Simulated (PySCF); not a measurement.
**Rh⁴³⁺: ionisation energy**

Rh⁴³⁺ 1s2 (1S) → Rh⁴⁴⁺ 1s1 (2S), as a difference of total energies. Calculation: PySCF 2.14, in an even-tempered Gaussian basis (17 s from 79 bohr⁻², ratio 2.2; 7 p from 120 bohr⁻², ratio 2.4; 4 d from 360 bohr⁻², ratio 2.4; 3 f from 540 bohr⁻², ratio 2.4; 3 g from 810 bohr⁻², ratio 2.4); scalar relativity by spin-free X2C-1e. Correlated levels: nothing frozen; virtual orbitals above 40 to 60 times the deepest correlated orbital energy dropped. The calculations carry no spin-orbit coupling.

| method | ionisation energy (eV) | difference from reference (eV) |
| --- | --- | --- |
| UHF | 27525.3 | +38.3 |
| MP2 (all electrons) | 27526.7 | +39.7 |
| SCS-MP2 (all electrons) | 27527.0 | +40.0 |
| CCSD (all electrons) | 27526.7 | +39.7 |

Reference: 27487.0 eV (theoretical estimate listed by NIST; NIST Atomic Spectra Database, ionization energies).

For this ion Breit and QED terms and the two-electron picture change, all absent here, outweigh the differences among the correlated methods.

With two correlated electrons CCSD is exact in that space.
